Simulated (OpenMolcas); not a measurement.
# W IV: effect of the active space

| Item | Value |
| --- | --- |
| Program | OpenMolcas 26.06 |
| Method | SS-CASPT2 or its RAS form, IPEA 0.25 Eh, imaginary shift 0.1 Eh |
| Basis | ANO-RCC-VQZP |
| Scalar Hamiltonian | DKH2, point nucleus |
| Spin-orbit coupling | state interaction with AMFI integrals over the reference wave functions, term energies averaged over their components |

A. 3 electrons in 5 orbitals (5d); 2S+1 = 4 even, 10 roots; 2S+1 = 2 even, 40 roots; closed shells correlated: 5s 5p; CASPT2 step of the order of 70 core-seconds
B. 9 electrons in 8 orbitals (RAS1 5p, at most 2 holes; RAS2 5d); 2S+1 = 4 even, 10 roots; 2S+1 = 2 even, 40 roots; closed shells correlated: 5s; CASPT2 step of the order of 60 core-seconds
C. 3 electrons in 10 orbitals (5d 6d); 2S+1 = 4 even, 10 roots; 2S+1 = 2 even, 40 roots; closed shells correlated: 5s 5p; CASPT2 step roughly 5 core-minutes

Energies in cm-1 above 5d3 4F 3/2, the measured ground level; measured values from the list in J. Phys. B 45, 035001 (2012).

| Level | A | B | C | Measured |
| --- | --- | --- | --- | --- |
| 5d3 4F 3/2 | 0.0 | 0.0 | 0.0 | 0.0 |
| 5d3 4F 5/2 | 3680 | 3940 | 3770 | 3537 |
| 5d3 4F 7/2 | 6970 | 7350 | 7070 | 6745 |
| 5d3 4F 9/2 [69 %] | 9480 | 9900 | 9620 | 9256 |
| 5d3 2G 7/2 | 15720 | 16150 | 15650 | 15261 |
| 5d3 2H 9/2 [53 %] | 16520 | 17080 | 16780 |  |
| 5d3 4P 5/2 | 17990 | 18290 | 18030 | 17190 |
| 5d3 2H 11/2 | 22530 | 23290 | 23160 | 22223 |
| 5d3 2D 5/2(1) | 24140 | 24860 | 24010 | 22766 |
| 5d3 2G 9/2 [52 %] | 24770 | 25620 | 25060 |  |
| 5d3 2F 5/2 | 29970 | 30380 | 29960 | 27938 |
| 5d3 2F 7/2 | 30030 | 30440 | 29980 | 28412 |
| 5d3 2D 5/2(2) | 45850 | 46030 | 45960 | 43287 |
| 5d3 2D 3/2(2) | 45880 | 46230 | 45900 |  |

Deviations, from unrounded energies. A percentage is the sum of absolute deviations over the sum of measured energies, with the sign that they share, or ± where signs differ.

```csv
Against measurement,Levels,A,B,C
mean absolute deviation (cm-1),10,970,1400,1100
fine structure of the ground term (%),3,+3.0,+8.4,+4.7
other terms of the ground configuration (%),7,+5.2,+7.0,+5.5
```

A lies closest to measurement on these levels and B furthest from it. The largest miss of A in the table is 5d3 2D 5/2(2), by +2600 cm-1. The ranking rests on the paired levels alone, and a cruder setting can come out closer through cancelling errors.

The two smallest mean deviations differ by little beside CASPT2's spread within terms, so their order carries little weight.

Among A to C the level of the table that moves most is 5d3 2G 9/2 [52 %], by 850 cm-1 (lowest in A, highest in B). Moves below CASPT2's spread within the term are not significant.

CASPT2 does not keep the components of a term degenerate, so their means are used; among the terms shown or strongly mixed into the levels shown the widest spread is 1500 cm-1 (5d3 2H, A). Over all roots computed the reference weight is 0.91 to 0.96 in B, 0.89 to 0.96 in C; the roots of lowest weight are the least certain, and an intruder state may touch them. The CASPT2 spread within a term exceeds the gap to the next term for 5d3 2G and 5d3 4P, 5d3 2H and 5d3 2D(1), so the order of their levels is uncertain (figures for A; the like holds for B, C). Active for correlation alone: 5p; no level in the range computed is led by a configuration that opens it, so any true level of that kind is missing (holds for B). Active for correlation alone: 6d; no level in the range computed is led by a configuration that fills it, so any true level of that kind is missing (holds for C). Computed and measured levels are paired by configuration, term and J; levels that our copy of the source lacks, or whose pairing is in doubt (as where it misses far off the trend of its configuration), stay unpaired and out of the deviations. Levels of configurations outside the active space are missing. The table leaves out levels that lie high or whose names do not pair safely across all columns.

A share in square brackets marks a mixed level and gives the weight of the term that names it, the lowest over the columns. A number in round brackets counts repeated terms of one configuration in the order of the reference energies.
